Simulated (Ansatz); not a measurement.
Gas-phase electronic energies from Ansatz, PBE0-D4/def2-TZVP geometries. CCSD(T)/CBS is the MP2 limit (def2-TZVPP, def2-QZVPP) plus CCSD(T) − MP2 in def2-TZVPP, frozen cores. This one scheme is used for every species. Functionals use def2-TZVPP. B3LYP here is the variant with VWN-RPA as its local correlation; programs differ in this. Each species was taken in one conformer, which may not be the lowest.

`BCC1CO1` + H–F → `FCC1CO1` + BH₃  (substitution at a C–B bond)

`BCC1CO1`:

```xyz
12

B    -1.451    1.108   -0.838
C    -0.010    0.698   -0.424
C     0.173   -0.706    0.068
C     1.194   -1.073    1.043
O    -0.166   -0.937    1.428
H    -1.729    2.264   -0.975
H    -2.278    0.280   -1.093
H     0.557    0.828   -1.366
H     0.444    1.416    0.268
H    -0.182   -1.486   -0.606
H     1.585   -2.088    1.070
H     1.863   -0.304    1.424
```

H–F:

Cartesian coordinates in Å:
```
F 0.303 -0.142 0.316
H -0.303 0.142 -0.316
```

`FCC1CO1`:

Cartesian coordinates in Å:
```
F 1.761 -1.175 0.317
C 1.194 -0.067 -0.284
C -0.054 0.318 0.447
C -1.356 -0.169 0.009
O -0.932 1.154 -0.284
H 0.961 -0.309 -1.325
H 1.930 0.743 -0.258
H 0.076 0.589 1.494
H -2.167 -0.246 0.728
H -1.413 -0.839 -0.845
```

BH₃:

Z-matrix (Å, degrees):
```
B
H 1 1.193
H 1 1.193 2 120.0
H 1 1.193 2 120.0 3 180.0
```

CCSD(T)/CBS gives +99.5 kJ/mol.

(1) Another level gave +93.5 kJ/mol. Which?
A. CCSD(T)/def2-TZVPP
B. B3LYP/def2-TZVPP
C. MP2/def2-TZVPP
D. B2PLYP/def2-TZVPP

Largest T1 diagnostic among the species: 0.011.

## Answers

(1) A. CCSD(T)/def2-TZVPP 93.5, B2PLYP 87.8, B3LYP 81.6, MP2/def2-TZVPP 104.0 kJ/mol.

In def2-TZVPP, CCSD(T) changes the Hartree–Fock value by +26.9 kJ/mol (the triples alone add +2.3 kJ/mol) and MP2 by +37.4 kJ/mol. The D4 term adds +5.2 kJ/mol with B3LYP and +2.9 kJ/mol with PBE0; it sums over pairs of atoms, weighted by their polarisabilities, and B3LYP, whose exchange is more repulsive, gets the larger term.
